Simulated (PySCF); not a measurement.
C2HBF6, SMILES FC(BC(F)(F)F)(F)F, PBE0/def2-SVP optimised geometry.

```
10

B      0.41     0.00     0.00
C     -0.39     1.38     0.00
F     -0.56     1.68     1.30
F     -1.59     1.33    -0.57
F      0.28     2.38    -0.57
C     -0.39    -1.39     0.00
F      0.27    -2.38     0.60
F     -0.52    -1.72    -1.30
F     -1.61    -1.34     0.53
H      1.61     0.00     0.00
```

Density from PBE0/def2-TZVP run with PySCF at that geometry.

Minimum of the electron density along straight lines between bonded atoms, close to the bond critical point (lines longer than 1.1 times the sum of covalent radii, or with two minima, are not listed):

```json
[
 {"bond": "B1–C2", "length / Å": "1.598", "ρ at the minimum / e bohr⁻³": "0.190", "∇²ρ there / e bohr⁻⁵": "-0.29", "position (fraction from the first atom)": "0.32"},
 {"bond": "C2–F3", "length / Å": "1.349", "ρ at the minimum / e bohr⁻³": "0.276", "∇²ρ there / e bohr⁻⁵": "-0.40", "position (fraction from the first atom)": "0.34"},
 {"bond": "C2–F4", "length / Å": "1.333", "ρ at the minimum / e bohr⁻³": "0.288", "∇²ρ there / e bohr⁻⁵": "-0.38", "position (fraction from the first atom)": "0.34"},
 {"bond": "C2–F5", "length / Å": "1.334", "ρ at the minimum / e bohr⁻³": "0.287", "∇²ρ there / e bohr⁻⁵": "-0.38", "position (fraction from the first atom)": "0.34"},
 {"bond": "B1–C6", "length / Å": "1.598", "ρ at the minimum / e bohr⁻³": "0.190", "∇²ρ there / e bohr⁻⁵": "-0.29", "position (fraction from the first atom)": "0.32"},
 {"bond": "C6–F7", "length / Å": "1.334", "ρ at the minimum / e bohr⁻³": "0.287", "∇²ρ there / e bohr⁻⁵": "-0.38", "position (fraction from the first atom)": "0.34"},
 {"bond": "C6–F8", "length / Å": "1.349", "ρ at the minimum / e bohr⁻³": "0.276", "∇²ρ there / e bohr⁻⁵": "-0.40", "position (fraction from the first atom)": "0.34"},
 {"bond": "C6–F9", "length / Å": "1.332", "ρ at the minimum / e bohr⁻³": "0.288", "∇²ρ there / e bohr⁻⁵": "-0.38", "position (fraction from the first atom)": "0.34"},
 {"bond": "B1–H10", "length / Å": "1.198", "ρ at the minimum / e bohr⁻³": "0.192", "∇²ρ there / e bohr⁻⁵": "…", "position (fraction from the first atom)": "0.44"}
]
```

### Question
Fill in the missing entries.

### Answer

- B1–H10, ∇²ρ there / e bohr⁻⁵: -0.49
